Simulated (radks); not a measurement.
Values are calculated unless marked as measured or tabulated.
Question: Coulomb parameter of the 4f shell of the europium ion Eu3+ in the model configuration [Xe] 4f5 6s1, as a second difference U = [E(n + 1) + E(n - 1) - 2 E(n)] / (1)^2 with all orbitals relaxed. "Bare": the charge of the atom changes with n. "Screened": the 6s shell takes up the change at fixed total charge, which measures U(4f,4f) + U(6s,6s) - 2 U(4f,6s). Code: a radial shooting solver on a logarithmic mesh with Libxc functionals. Model: scalar-relativistic Kohn-Sham, PBEsol, spin-unpolarised, spherical densities, finite nucleus; Fermi nuclear charge, rms radius 5.1115 fm. Estimate both.

Answer: U(bare) = 19.895 eV, U(screened by 6s) = 8.391 eV, against the Slater integral F0(4f,4f) = 30.424 eV with frozen orbitals.
